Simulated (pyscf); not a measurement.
O=NbH(OH)–OH, singlet

Gas-phase minimum from PySCF at ωB97X-D3(BJ)/def2-SVP, one conformer. 

```xyz
7

O     -1.3894    -0.5764    -0.0724
Nb     0.0215     0.1624    -0.6304
O      0.8891     1.0945     0.7611
O     -0.3221     1.2034    -2.1658
H      1.0648    -1.1972    -1.1121
H      0.7269     1.2377     1.6992
H     -1.0936     1.3999    -2.7071
```
Charge 0, spin multiplicity 1.

Bonds (Å): O1–Nb2 1.688, Nb2–O3 1.886, Nb2–O4 1.887, Nb2–H5 1.780, O3–H6 0.963, O4–H7 0.963. Bond angles (°): O1–Nb2–O3 110.9, O1–Nb2–O4 111.0, O1–Nb2–H5 104.2, O3–Nb2–O4 114.3, O3–Nb2–H5 107.9, O4–Nb2–H5 107.9, Nb2–O3–H6 135.6, Nb2–O4–H7 135.7.

Properties at ωB97X-D3(BJ)/def2-SVP:

| Property | Result |
|---|---|
| Harmonic wavenumbers, unscaled | 180, 203, 227, 391, 409, 480, 518, 580, 623, 757, 784, 1071, 1860, 3944, 3949 cm⁻¹ |
| Zero-point energy | 22.8 kcal/mol |
| Rotational symmetry number | 1 |
| Entropy of this conformer at 298 K and 1 atm, rigid rotor and harmonic oscillator, modes under 100 cm⁻¹ raised to 100 | 324.0 J/(mol K) |
| Dipole moment | 2.12 D |

Single-point totals, which compare only within one level:

| level | total energy (hartree) |
|---|---|
| ωB97X-D3(BJ)/def2-TZVP | -284.77276 |
| PBE/def2-TZVP | -284.52302 |
| r²SCAN/def2-TZVP | -284.65366 |
| B3LYP-D3(BJ)/def2-TZVP | -284.75640 |
| PBE0-D3(BJ)/def2-TZVP | -284.46906 |
| M06-2X/def2-TZVP | -284.51404 |
| ωB97M-D3(BJ)/def2-TZVP | -284.72128 |

Soft torsions are taken as harmonic, which can shift the entropy by several J/(mol K). Elements past Kr carry the def2 core potentials, without spin-orbit coupling.
